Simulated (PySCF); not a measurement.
**Electron correlation in S+ (sulfur, charge +1)**

[Ne] 3s2 3p3, high-spin 4S determinant. All numbers are calculated (PySCF 2.14, the spin-free X2C one-electron Hamiltonian (Gaussian nucleus), in jorge-DZP-DKH). Frozen: [Ne]; 5 electrons correlated.

MP2 pair energies summed by pair of shells (mhartree):

```tsv
pair	energy	share (%)
3s-3p	-45.11	64.4
3p-3p	-17.07	24.4
3s-3s	-7.82	11.2
```

Total MP2 correlation energy: -69.99 mhartree.

Same-spin part -19.25 and opposite-spin part -50.74 mhartree; SCS-MP2 scales them by 1/3 and 6/5 to -67.30 mhartree.

| level | correlation energy (mhartree) |
| --- | --- |
| CCSD | -88.31 |
| (T) | -0.99 |
| CCSD(T) | -89.30 |

Diagnostics: T1 = 0.0018, D1 = 0.0041, largest double amplitude 0.062.

Cost of the coupled-cluster step: 0.12 s of wall time on 1 thread of Neoverse-V1 (shared host), for 5 correlated electrons.

Iterations:

```
CC2 = 0
CCSD nocc = (np.int64(4), np.int64(1)), nmo = (19, 19)
frozen orbitals [[0, 1, 2, 3, 4], [0, 1, 2, 3, 4]]
max_cycle = 100
direct = 0
conv_tol = 1e-08
conv_tol_normt = 1e-06
diis_space = 8
diis_start_cycle = 0
Init t2, MP2 energy = -0.0699890780341547
Init E_corr(UCCSD) = -0.0699890780618241
cycle = 1  E_corr(UCCSD) = -0.0842883308215417  dE = -0.0142992528  norm(t1,t2) = 0.0389701
cycle = 2  E_corr(UCCSD) = -0.0872758945685786  dE = -0.00298756375  norm(t1,t2) = 0.0104912
cycle = 3  E_corr(UCCSD) = -0.0883295517344732  dE = -0.00105365717  norm(t1,t2) = 0.00347457
cycle = 4  E_corr(UCCSD) = -0.0883106140409261  dE = 1.89376935e-05  norm(t1,t2) = 0.000377946
cycle = 5  E_corr(UCCSD) = -0.0883117988711065  dE = -1.18483018e-06  norm(t1,t2) = 5.08382e-05
cycle = 6  E_corr(UCCSD) = -0.0883113513123554  dE = 4.47558751e-07  norm(t1,t2) = 1.0491e-05
cycle = 7  E_corr(UCCSD) = -0.0883115961456046  dE = -2.44833249e-07  norm(t1,t2) = 9.67304e-07
cycle = 8  E_corr(UCCSD) = -0.0883115242965263  dE = 7.18490783e-08  norm(t1,t2) = 1.64982e-07
cycle = 9  E_corr(UCCSD) = -0.088311529368744  dE = -5.07221767e-09  norm(t1,t2) = 2.55097e-08
UCCSD converged
E(UCCSD) = -398.3272891261315  E_corr = -0.08831152936874402
UCCSD(T) correction = -0.000991734405695822
```
